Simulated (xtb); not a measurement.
triplet methylene (CH$_{2}$), triplet, at a GFN2-xTB geometry; GFN1-xTB run with xtb.

xtb was given this input:
```
$ xtb mol.xyz --gfn 1 --uhf 2 --etemp 1000 --json

# file mol.xyz
3

C      0.00386916     0.00066529     0.10150064
H      0.00046091     0.97908788    -0.31139250
H     -0.02367585    -0.98307960    -0.29761136
```

Q: Write the output that xtb gives for this input, abridged.

A: 
```
   ID    Z sym.   atoms
    1    6 C      1
    2    1 H      2, 3

           -------------------------------------------------
          |                Calculation Setup                |
           -------------------------------------------------

           -------------------------------------------------
          |                 G F N 1 - x T B                 |
           -------------------------------------------------

          ...................................................
          :                      SETUP                      :
          :.................................................:
          :  # basis functions                   8          :
          :  # atomic orbitals                   8          :
          :  # shells                            6          :
          :  # electrons                         6          :
          :  # halogen bonds                     0          :
          :  max. iterations                   250          :
          :  Hamiltonian                  GFN1-xTB          :
          :  restarted?                      false          :
          :  GBSA solvation                  false          :
          :  PC potential                    false          :
          :  electronic temp.         1000.0000000     K    :
          :  accuracy                    1.0000000          :
          :  -> integral cutoff          0.2500000E+02      :
          :  -> integral neglect         0.1000000E-07      :
          :  -> SCF convergence          0.1000000E-05 Eh   :
          :  -> wf. convergence          0.2000000E-04 e    :
          :  Broyden damping             0.4000000          :
          :  net charge                          0          :
          :  unpaired electrons                  2          :
          ...................................................

 iter      E             dE          RMSdq      gap      omega  full diag
   1     -3.0137513 -0.301375E+01  0.722E+00    6.35       0.0  T
   2     -3.0151512 -0.139991E-02  0.425E+00    6.65       1.0  T
   3     -3.0154601 -0.308860E-03  0.386E-01    7.04       1.0  T
   4     -3.0155313 -0.711995E-04  0.106E-01    6.88       1.0  T
   5     -3.0155377 -0.649108E-05  0.730E-04    6.91      79.1  T
   6     -3.0155377 -0.293356E-09  0.257E-05    6.91    2247.0  T
   7     -3.0155377 -0.666134E-13  0.361E-06    6.91   15986.6  T

   *** convergence criteria satisfied after 7 iterations ***

 transition dipole moment (au) for excitation:           3           4
     X       Y       Z
  -0.2204   0.0028   0.0084  total (au/Debye):    0.221   0.561
 dE (eV)             :    0.577
 oscillator strength :  0.97189E-03

         :::::::::::::::::::::::::::::::::::::::::::::::::::::
         ::                     SUMMARY                     ::
         :::::::::::::::::::::::::::::::::::::::::::::::::::::
         :: total energy              -2.974568746642 Eh    ::
         :: gradient norm              0.009182402198 Eh/a0 ::
         :: HOMO-LUMO gap              6.913763181547 eV    ::
         ::.................................................::
         :: SCC energy                -3.015537741522 Eh    ::
         :: -> electrostatic           0.000275914380 Eh    ::
         :: repulsion energy           0.041160929903 Eh    ::
         :: dispersion energy         -0.000191935022 Eh    ::
         :: halogen bond corr.         0.000000000000 Eh    ::
         :: add. restraining           0.000000000000 Eh    ::
         :: total charge              -0.000000000000 e     ::
         :::::::::::::::::::::::::::::::::::::::::::::::::::::

           -------------------------------------------------
          |                Property Printout                |
           -------------------------------------------------

    * Orbital Energies and Occupations

         #    Occupation            Energy/Eh            Energy/eV
      -------------------------------------------------------------
         1        2.0000           -0.5973802             -16.2555
         2        2.0000           -0.5349341             -14.5563
         3        1.0000           -0.3863189             -10.5123
         4        1.0000           -0.3651309              -9.9357 (HOMO)
         5                         -0.1110547              -3.0220 (LUMO)
         6                         -0.0698539              -1.9008
         7                          0.2541635               6.9161
         8                          0.4844733              13.1832
      -------------------------------------------------------------
                  HL-Gap            0.2540761 Eh            6.9138 eV
             Fermi-level           -0.3493606 Eh           -9.5066 eV

  Mulliken/CM5 charges         n(s)   n(p)   n(d)
     1C    -0.10269 -0.20510   1.193  2.910  0.000
     2H     0.05135  0.10255   0.949  0.000  0.000
     3H     0.05135  0.10255   0.949  0.000  0.000

Wiberg/Mayer (AO) data.
largest (>0.10) Wiberg bond orders for each atom

 ---------------------------------------------------------------------------
     #   Z sym  total        # sym  WBO       # sym  WBO       # sym  WBO
 ---------------------------------------------------------------------------
     1   6 C    2.006 --     3 H    1.003     2 H    1.003
     2   1 H    1.009 --     1 C    1.003
     3   1 H    1.009 --     1 C    1.003
 ---------------------------------------------------------------------------

Topologies differ in total number of bonds
Writing topology from bond orders to xtbtopo.mol

 dipole moment from electron density (au)
     X       Y       Z
  -0.0088  -0.0015  -0.2296  total (Debye):    0.584

           -------------------------------------------------
          | TOTAL ENERGY               -2.974568746642 Eh   |
          | GRADIENT NORM               0.009182402198 Eh/α |
          | HOMO-LUMO GAP               6.913763181547 eV   |
           -------------------------------------------------

normal termination of xtb
```
